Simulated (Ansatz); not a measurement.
Geometry optimisation, RKS PBE0-D4/def2-SVP (Ansatz 0.2.0).

Input file:

```yaml
crystal:
  periodic: [false, false, false]
  atoms:
    - { symbol: Si, position_ang: [-0.689476, -0.17538, -0.655573] }
    - { symbol: Cl, position_ang: [1.455823, -2.570482, 0.548444] }
    - { symbol: H, position_ang: [-0.050861, -1.070555, -1.656136] }
    - { symbol: H, position_ang: [-1.289749, -0.889568, 0.501119] }
    - { symbol: "N", position_ang: [-2.010963, 0.662349, -1.377874] }
    - { symbol: H, position_ang: [1.454113, 0.31529, 1.99584] }
    - { symbol: "N", position_ang: [0.631262, 0.89777, -0.074161] }
    - { symbol: H, position_ang: [1.717682, -1.923274, 1.658762] }
    - { symbol: F, position_ang: [1.804635, -0.051197, 2.757078] }
    - { symbol: H, position_ang: [-1.962439, 1.143309, -2.267352] }
    - { symbol: H, position_ang: [-2.854796, 0.884125, -0.865974] }
    - { symbol: H, position_ang: [1.454959, 0.921122, -0.67088] }
    - { symbol: H, position_ang: [0.339709, 1.856593, 0.106705] }
basis:
  gaussian: { orbitals: def2-SVP }
hamiltonian:
  xc: pbe0
  dispersion: d4
relax:
  f_tol: 0.03
  max_steps: 50
```

Command:

```bash
$ ansatz run input.yaml --threads 2 --pin off --max-ram 3072MiB --backend cpu --events-out ev --progress --plain --runs-dir out
```

Where does it end, and by what steps?

It converged. The force dipped under the threshold on the way, but the program's further checks kept it going. After 49 steps the energy has fallen by 0.620 eV; F9 moved furthest, 1.96 Å.

```
step  energy less start (eV)  largest force component (eV/Å)  accepted
   0                  0.0000                           1.307       yes
   2                 -0.3652                           0.536       yes
   4                 -0.4688                           0.363       yes
   6                 -0.4809                           0.061       yes
   8                 -0.4822                           0.076       yes
  10                 -0.4857                           0.124       yes
  12                 -0.4883                           0.055       yes
  14                 -0.4964                           0.233       yes
  16                 -0.4911                           0.311        no
  18                 -0.5064                           0.053       yes
  20                 -0.5081                           0.038       yes
  22                 -0.5087                           0.035       yes
  24                 -0.5094                           0.091       yes
  26                 -0.5099                           0.045       yes
  28                 -0.5103                           0.088       yes
  30                 -0.5108                           0.261       yes
  32                 -0.5148                           0.060       yes
  34                 -0.5145                           0.391        no
  36                 -0.5428                           0.117       yes
  38                 -0.5580                           0.495       yes
  40                 -0.5898                           0.086       yes
  42                 -0.6078                           0.293       yes
  44                 -0.6136                           0.112       yes
  46                 -0.6190                           0.040       yes
  48                 -0.6197                           0.036       yes
  49                 -0.6200                           0.025       yes
```

```xyz
13
Properties=species:S:1:pos:R:3
Si -0.457 -0.201 -1.114
Cl 1.774 -2.061 1.797
H -0.499 -0.068 -2.600
H -0.397 -1.642 -0.737
N -1.730 0.757 -0.485
H 0.524 0.557 1.048
N 1.026 0.455 -0.375
H 0.963 -1.061 2.057
F 0.081 0.395 1.936
H -2.587 0.914 -1.000
H -1.859 0.802 0.522
H 1.807 -0.200 -0.318
H 1.352 1.353 -0.730
```

Whether the end is a true minimum wasn't checked by a vibrational analysis.

The run took 2.5 min on 2 threads of Intel(R) Xeon(R) Platinum 8488C (Sapphire Rapids), with other jobs on the host, peak memory 0.29 GiB.
